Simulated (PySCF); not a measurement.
Gas-phase reaction: 4 Br2 + SiH4 ⇌ SiBr4 + 4 HBr

Energies from PySCF, thermal terms from the rigid-rotor harmonic-oscillator model, ideal gas at 1 bar. 'Table' is the NASA 1993 thermochemical table (part measured, part estimated). † marks an energy on the PBE0/def2-TZVP geometry and frequencies; other levels use their own. MP2 freezes the core. 6-31G* has spherical d functions here. All species are closed-shell singlets. Br: all electrons, no relativistic terms. MP2 isn't extrapolated to the basis-set limit. The table's entry may be an old estimate for SiBr4 (not checked at source).

```csv
level,"ΔH°(298 K), kJ"
table,-719.2
BLYP/def2-TZVP†,…
HF/6-31G*,-691.9
MP2/def2-TZVPP†,-797.2
PBE/def2-TZVP†,…
PBE0/def2-QZVP†,-693.9
r2SCAN/def2-TZVP†,-723.4
LDA/def2-TZVP†,…
ωB97M-V/def2-TZVP†,…
ωB97X-V/def2-TZVP†,-709.5
```

Complete the blanks.


- BLYP/def2-TZVP†, ΔH°(298 K), kJ: -606.9
- PBE/def2-TZVP†, ΔH°(298 K), kJ: -659.6
- LDA/def2-TZVP†, ΔH°(298 K), kJ: -712.7
- ωB97M-V/def2-TZVP†, ΔH°(298 K), kJ: -715.8
